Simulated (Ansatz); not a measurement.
# Which is lower?

Two relaxed structures of GaH$_{4}$SO (charge +1), singlet (PBE0-D4/def2-TZVP; forces vanish, vibrations not checked).

A:

```json
{"atom": "O1", "x (Å)": "0.2138", "y (Å)": "0.2242", "z (Å)": "0.4146"}
{"atom": "Ga2", "x (Å)": "-1.3649", "y (Å)": "-0.0435", "z (Å)": "-0.7899"}
{"atom": "S3", "x (Å)": "1.8405", "y (Å)": "0.4362", "z (Å)": "-0.0800"}
{"atom": "H4", "x (Å)": "-0.7130", "y (Å)": "-0.2280", "z (Å)": "-2.1625"}
{"atom": "H5", "x (Å)": "-2.5361", "y (Å)": "0.0486", "z (Å)": "0.1972"}
{"atom": "H6", "x (Å)": "0.1110", "y (Å)": "0.4128", "z (Å)": "1.3595"}
{"atom": "H7", "x (Å)": "2.2059", "y (Å)": "-0.8421", "z (Å)": "0.1432"}
```

B:

O1  (-1.255, 0.072, -0.623)
Ga2  (0.260, -0.011, 0.686)
S3  (1.967, -0.124, -0.594)
H4  (-1.173, 0.060, -1.587)
H5  (-2.188, 0.131, -0.379)
H6  (-0.433, 0.041, 2.050)
H7  (2.823, -0.169, 0.446)
(Å)

Ansatz 0.2.0; basis: def2-TZVPP; cores frozen in the correlated methods. Filled d shells of the heavier atoms are correlated. The def2 sets are not built for correlating such inner shells, so the correlated values are less sure here. B3LYP uses VWN-RPA correlation.

Question: Which structure is lower at CCSD(T), and by how much? (An estimate is asked for; the value comes from the calculation.)

Answer: Computed: B, by 2.462 eV (electronic energy, against the other). By their contacts, A is GaH₄SO ([SH][OH][GaH2]), total charge +1 and B is GaH₄SO ([OH2][GaH][SH]), total charge +1.

All methods give the same order:

```
   method  E(B) − E(A) (eV)
   PBE-D4            -2.424
r2SCAN-D4            -2.551
  PBE0-D4            -2.504
 B3LYP-D4            -2.359
  wB97M-V            -2.379
       HF            -2.425
      MP2            -2.583
     CCSD            -2.448
  CCSD(T)            -2.462
```

The T1 diagnostic stays at or below 0.013.

Labels in which every atom is bracketed show which atoms are joined, not bond orders.

For scale, one of the runs: CCSD(T)/def2-TZVPP, 177 basis functions, launched by `ansatz run in.yaml --threads 2 --pin off --events-out ev --progress --plain --max-ram 4352MiB`. Hardware: 2 CPU threads of an Arm Neoverse V1, shared host. Wall time 62 s; peak host memory 1.6 GiB.
